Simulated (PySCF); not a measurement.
Spin-rotation constants: `CC(=O)c1cscc1F`, C$_{6}$H$_{5}$FOS

Geometry:
| atom | x (Å) | y (Å) | z (Å) |
| --- | --- | --- | --- |
| C1 | 2.047 | 0.529 | 0.337 |
| C2 | 1.230 | -0.501 | -0.390 |
| O3 | 1.725 | -1.390 | -1.045 |
| C4 | -0.240 | -0.379 | -0.268 |
| C5 | -1.087 | -1.263 | -0.885 |
| S6 | -2.734 | -0.925 | -0.608 |
| C7 | -2.339 | 0.436 | 0.361 |
| C8 | -0.994 | 0.597 | 0.449 |
| F9 | -0.447 | 1.596 | 1.155 |
| H10 | 3.104 | 0.335 | 0.173 |
| H11 | 1.799 | 1.525 | -0.024 |
| H12 | 1.830 | 0.497 | 1.403 |
| H13 | -0.791 | -2.096 | -1.491 |
| H14 | -3.102 | 1.039 | 0.810 |

Computed, not measured: GIAO KT1/pcseg-1 magnetisability, rotational g tensor and spin-rotation constants, non-relativistic, gas phase in PySCF 2.14.0. Geometry: GFN2-xTB.

**Question.** Give the nuclear spin-rotation constants along the inertial axes (H = +C I·J) beside the isotropic shieldings.

**Answer.** Rotational constants 2.3357, 1.1627, 0.7800 GHz. A star marks the isotopologue with that one atom substituted, in its own axes.
```tsv
atom	isotope	Caa (kHz)	Cbb (kHz)	Ccc (kHz)	mean (kHz)	σ (ppm)
F9	19F	3.456	1.527	0.159	1.714	296.9
H10	1H	0.088	-0.121	-0.095	-0.043	29.6
H11	1H	-0.248	-0.070	-0.013	-0.110	29.1
H12	1H	-0.248	-0.070	-0.013	-0.110	29.1
H13	1H	-0.205	0.118	-0.089	-0.059	24.1
H14	1H	-0.049	0.016	-0.093	-0.042	25.4
C1	13C*	0.307	0.169	0.129	0.202	164.8
C2	13C*	1.179	0.462	0.162	0.601	17.6
O3	17O*	-1.448	-0.953	-0.041	-0.814	-213.1
C4	13C*	0.826	0.446	0.119	0.464	67.7
C5	13C*	0.789	0.490	0.094	0.458	68.7
S6	33S*	0.882	0.408	0.193	0.494	350.2
C7	13C*	0.678	0.399	0.105	0.394	93.3
C8	13C*	0.767	0.503	0.193	0.488	40.2
```
For the geometry as given, no vibrational averaging.
